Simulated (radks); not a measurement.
Values are calculated unless marked as measured or tabulated.
Q: A nucleus of charge 13.9 with 11 electrons, configuration [Ne] 3s1. Level of theory: non-relativistic Kohn-Sham, PBE, spin-unpolarised, spherical densities, point nucleus (a radial shooting solver on a logarithmic mesh with Libxc functionals). Some entries of the table are withheld. Estimate them.

| orbital | occ. | eigenvalue (eV) | <r> (bohr) |
|---|---|---|---|
| 1s | 2 | -1788.594 | 0.1125 |
| 2s | 2 | (1) | (2) |
| 2p | 6 | -127.5278 | 0.5406 |
| 3s | 1 | -37.6883 | 1.880 |

A: 
(1) 2s eigenvalue (eV): -170.1818
(2) 2s <r> (bohr): 0.5733
